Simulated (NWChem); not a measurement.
# CH4BClO2; SMILES COB(O)Cl

```xyz
9

B      0.2046     0.0570    -0.0001
Cl    -0.3426     1.7509     0.0001
O      1.5281    -0.2334    -0.0001
H      2.0817     0.5529    -0.0003
O     -0.7366    -0.8978    -0.0005
C     -0.4240    -2.2708     0.0003
H     -0.8590    -2.7396     0.8963
H     -0.8716    -2.7429    -0.8876
H      0.6619    -2.4467    -0.0068
```
Atoms are numbered in this order, from 1.

Results from NWChem. Coordinates come from a PBE0/def2-SVP optimisation. B3LYP is NWChem's, with the RPA form of VWN correlation. Vertical excitations in the gas phase; the lowest state need not have the same character in each row.

```json
[
 {"level": "PBE/def2-SVP, full TDDFT", "lowest excitation, singlet (eV)": "[?]", "lowest state with f > 0.02, singlet (eV)": "[?]", "orbital gap (eV)": "[?]"},
 {"level": "B3LYP/def2-SVP, full TDDFT", "lowest excitation, singlet (eV)": "8.33", "lowest state with f > 0.02, singlet (eV)": "8.59", "orbital gap (eV)": "9.48"},
 {"level": "PBE0/def2-SVP, full TDDFT", "lowest excitation, singlet (eV)": "8.55", "lowest state with f > 0.02, singlet (eV)": "8.96", "orbital gap (eV)": "10.09"},
 {"level": "LRC-wPBEh/def2-SVP, full TDDFT", "lowest excitation, singlet (eV)": "8.71", "lowest state with f > 0.02, singlet (eV)": "9.16", "orbital gap (eV)": "13.71"}
]
```

Task: Fill in the missing entries.

Result: 
- PBE/def2-SVP, full TDDFT, lowest excitation, singlet (eV): 7.69
- PBE/def2-SVP, full TDDFT, lowest state with f > 0.02, singlet (eV): 7.92
- PBE/def2-SVP, full TDDFT, orbital gap (eV): 7.48
